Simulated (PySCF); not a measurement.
Be(Me) (CH3Be), SMILES [Be+][CH3], charge +1.

The structure is a stationary point at B3LYP-D3(BJ)/def2-TZVPD. The spin state was assumed, not searched. The isomer is the one that the SMILES or the coordinates give; other isomers of the formula were not compared.

Two levels are set side by side: TDA-PBE/def2-TZVPD (PySCF) and TDA-M06-2X/def2-TZVPD (PySCF). Vertical, same geometry. The lowest singlet is HOMO→LUMO 95 % with PBE and HOMO→LUMO 97 % with the other functional; states are paired by order. Differences are taken from unrounded values.

```json
[
 {"quantity": "lowest singlet excitation (eV)", "TDA-M06-2X": "4.64", "TDA-PBE": "4.34", "TDA-PBE minus TDA-M06-2X": "-0.30"},
 {"quantity": "lowest triplet excitation (TDA) (eV)", "TDA-M06-2X": "3.16", "TDA-PBE": "2.77", "TDA-PBE minus TDA-M06-2X": "-0.39"},
 {"quantity": "first bright state (f over 0.05) (eV)", "TDA-M06-2X": "4.64", "TDA-PBE": "4.34", "TDA-PBE minus TDA-M06-2X": "-0.30"},
 {"quantity": "its oscillator strength", "TDA-M06-2X": "0.20", "TDA-PBE": "0.18", "TDA-PBE minus TDA-M06-2X": "-0.02"}
]
```

A lower first singlet is the usual sign of a functional without exact exchange. Differences between two approximate levels are no errors against the true value.

Rough cost on one machine, each run with all the roots and properties that it gave: TDA-M06-2X against TDA-PBE about 6 times.
